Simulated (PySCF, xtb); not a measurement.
chloro(fluoromethyl)silane (CH₄ClFSi), SMILES FC[SiH2]Cl.

GFN2-xTB (xtb 6.7.1) at its own geometry gives an orbital gap of 5.69 eV and a dipole moment of 2.64 D.

Geometry: ωB97X-D3(BJ)/def2-SVP. The values are those of a single conformer.

Task: What does PySCF with r2SCAN/def2-TZVP give? (The exact figures need the calculation; the answer reports its results.)

Result: gap 7.08 eV (levels -7.54 and -0.46 eV), dipole 2.20 D.
